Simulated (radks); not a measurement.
The arsenic ion As3+, configuration [Ar] 3d9.5 4s2 4p0.5 (fractional occupations, a model configuration).

All-electron calculation, scalar-relativistic Kohn-Sham, BLYP, spin-unpolarised, spherical densities, finite nucleus; Fermi nuclear charge, rms radius 4.0968 fm. Program: a radial shooting solver on a logarithmic mesh with Libxc functionals.

Energy parts (eV):
part                       energy
total                  -61453.889
kinetic                 62642.695
electron-nucleus      -146915.840
Hartree                 25072.492
exchange-correlation    -2253.235

Orbitals (lengths in bohr, moments of r in powers of bohr):
orbital  occ.  eigenvalue (eV)   <1/r>       <r^4>
1s          2        -11764.51   33.47  0.00001999
2s          2        -1529.340   7.368    0.004069
2p          6        -1346.518   7.222    0.002970
3s          2        -230.7154   2.395      0.2674
3p          6        -174.0638   2.246      0.3329
3d        9.5         -80.7671   1.943      0.6571
4s          2         -46.3743  0.7746       16.61
4p        0.5         -34.4324  0.6639       30.28

The highest occupied level is 4p at -34.432 eV. The electron density at the nucleus is 3.603e+04 e/bohr^3 (large components only).
